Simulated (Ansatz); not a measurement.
`[OH][Sc]([Cl])[Cl]` + NH₃ → `[NH2][Sc]([Cl])[Cl]` + H₂O at 600 K and 1 bar (ligand exchange at the Sc–O bond).

Computed with Ansatz on PBE0-D4/def2-TZVP structures; ΔE is electronic, products minus reactants. CCSD(T)/CBS is the MP2 limit (def2-TZVPP, def2-QZVPP) plus CCSD(T) − MP2 in def2-TZVPP, frozen cores. This one scheme is used for every species. For Sc outer-core shells are correlated without core-valence functions, which leaves a few kJ/mol of doubt a bond. Scalar relativity is left out up to krypton. One conformer a species, not always the lowest.

```tsv
species	CCSD(T)/CBS energy (Eh)	H − E (kJ/mol)	S (J/(mol·K))
`[OH][Sc]([Cl])[Cl]`	-1755.74696	86.5	409.3
NH₃	-56.50880	112.4	219.5
`[NH2][Sc]([Cl])[Cl]`	-1735.85093	120.8	415.8
H₂O	-76.37941	76.8	212.8
```

H − E and S are ideal-gas, rigid-rotor, harmonic terms from PBE0-D4/def2-TZVP, for one conformer and one mirror image of each species. 1 Eh = 2625.50 kJ/mol, R = 8.31446 J/(mol·K).

Problem. By hand: ΔE, ΔH, ΔS and ΔG.

Solution. ΔE = (-1735.85093) + (-76.37941) − (-1755.74696) − (-56.50880) = 0.02542 Eh = 66.7 kJ/mol. Δ(H − E) = 120.8 + 76.8 − 86.5 − 112.4 = -1.3, so ΔH = 65.4 kJ/mol. ΔS = 415.8 + 212.8 − 409.3 − 219.5 = -0.2 J/(mol·K). ΔG = 65.4 − 600 × (-0.2)/1000 = 65.5 kJ/mol.

Problem. By hand: the equilibrium constant, and the temperature at which ΔG would vanish if ΔH and ΔS stayed fixed.

Solution. log₁₀ K = −ΔG/(RT ln 10) = -5.7. ΔH and −TΔS have one sign here, so there is no such temperature.

The number of gas molecules stays the same, so ΔS is small and ΔH decides. A doubt of 5 kJ/mol in ΔE shifts log₁₀ K by 0.4 here. Other conformers and mirror images would add mixing entropy, several J/(mol·K) or more a flexible species. These are equilibria of isolated gas molecules and say nothing of rates. Largest T1 diagnostic: 0.015 (customary marks: 0.02 for closed shells, 0.045 for open ones).

ΔS is within the doubt of such terms, so its sign, and with it that verdict, could turn.
